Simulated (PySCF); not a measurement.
## Correlation energy of La(2+) (lanthanum, charge +2)

[Xe] 5d1, 2D determinant. Calculation: PySCF 2.14, in x2c-TZVPPall with one added diffuse shell each of s, p, d type (12s8p8d3f1g, 106 functions); scalar relativity by spin-free X2C-1e. Frozen: [Kr] 4d10; 9 electrons correlated.

```
  level  correlation energy (mhartree)
   CCSD                        -174.83
    (T)                          -4.36
CCSD(T)                        -179.19
```

Diagnostics: T1 = 0.0051, D1 = 0.0132, largest double amplitude 0.025.

Problem. Is a single reference adequate?

Solution. Yes, within this model without spin-orbit coupling: T1 lies below 0.03 and no double amplitude reaches 0.07.
